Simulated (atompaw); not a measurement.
## Ranking PAW (atompaw) potentials for Cl

All share these settings but for the change named:

- Element: chlorine (Cl)
- Generator: atompaw 4.2.0.5
- Type: PAW
- Functional: PBE
- Relativity: scalar-relativistic
- Frozen core: [Ne]
- Valence charge: 7
- Reference configuration: 3s2 3p4.5 (charge +0.5)
- Partial waves: 3s (bound): rc 1.40 bohr; 3s channel at -1.05 Ry: rc 1.40 bohr; 3p (bound): rc 1.50 bohr; 3p channel at 0.05 Ry: rc 1.50 bohr; 3d channel at 0.4 Ry: rc 1.50 bohr; 3d channel at 2.7 Ry: rc 1.20 bohr
- Local potential: bessel scheme, radius 1.40 bohr
- Core correction: smooth core density matched at 1.10 bohr
- Augmentation charge: sinc compensation charge, radius 1.15 bohr; PAW radius 1.50 bohr; waves and projectors: custom polynom vanderbiltortho

Cutoff: the first of the cutoffs (Ry, on a coarse ladder) from which the occupation-weighted sum of valence levels, in a spherical-Bessel basis at the reference potential, stays within 10 and 1 mRy of its value at 400 Ry; the density cutoff is not measured.

The base gives 25 Ry.

Of 5 variants that were run, those that failed, showed a ghost or another fault, or gave nearly equal values are left out.

Q: Rank these variants from softest to hardest (loose cutoff).
A. all radii scaled by about 1.28 (s 1.80, p 1.92, d 1.92 bohr); local potential bessel scheme, radius 1.80 bohr; augmentation sinc compensation charge, radius 1.48 bohr; PAW radius 1.92 bohr; waves and projectors: custom polynom vanderbiltortho; core correction smooth core density matched at 1.40 bohr
B. all radii scaled by about 0.88 (s 1.24, p 1.32, d 1.32 bohr); local potential bessel scheme, radius 1.24 bohr; augmentation sinc compensation charge, radius 1.02 bohr; PAW radius 1.32 bohr; waves and projectors: custom polynom vanderbiltortho; core correction smooth core density matched at 0.96 bohr
C. all radii scaled by about 1.19 (s 1.66, p 1.78, d 1.78 bohr); local potential bessel scheme, radius 1.66 bohr; augmentation sinc compensation charge, radius 1.36 bohr; PAW radius 1.78 bohr; waves and projectors: custom polynom vanderbiltortho; core correction smooth core density matched at 1.30 bohr
D. all radii scaled by about 1.07 (s 1.50, p 1.60, d 1.60 bohr); local potential bessel scheme, radius 1.50 bohr; augmentation sinc compensation charge, radius 1.22 bohr; PAW radius 1.60 bohr; waves and projectors: custom polynom vanderbiltortho; core correction smooth core density matched at 1.18 bohr

A: A (15 Ry), C (18 Ry), D (21 Ry), B (35 Ry).
